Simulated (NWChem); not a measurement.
A series in which one site is exchanged, each optimised at PBE0/def2-SVP with NWChem, gas phase unless a solvent is named. All stand in one matching conformer (torsions within 35°), which need not be the lowest. Some are not confirmed as minima by frequencies. def2 effective core potentials on In; no spin-orbit coupling.

A: [In]([OH])([Cl])[NH2] (InNH3OCl; site = In)
B: ClB(O)N (BNH₃OCl; site = B)
C: [OH][Ga]([NH2])[Cl] (GaNH₃OCl; site = Ga)
D: [Al]([Cl])([OH])[NH2] (AlNH$_{3}$OCl; site = Al)

| quantity | A | B | C | D |
|---|---|---|---|---|
| dipole (D), PBE0/def2-SVP | 1.85 | 1.17 | 1.25 | (withheld) |
| orbital gap (eV), PBE0/def2-SVP | 5.99 | 9.52 | 7.10 | (withheld) |
| static polarisability, PBE0/def2-SVPD (bohr³) | 62.0 | 41.3 | 52.9 | (withheld) |
| lowest singlet excitation, PBE0/def2-SVPD, TDA (eV) | 4.71 | 6.97 | 5.50 | (withheld) |

Task: What belongs in the gaps?

Result: 
- dipole (D), PBE0/def2-SVP, D: 1.06
- orbital gap (eV), PBE0/def2-SVP, D: 7.30
- static polarisability, PBE0/def2-SVPD (bohr³), D: 49.6
- lowest singlet excitation, PBE0/def2-SVPD, TDA (eV), D: 5.73
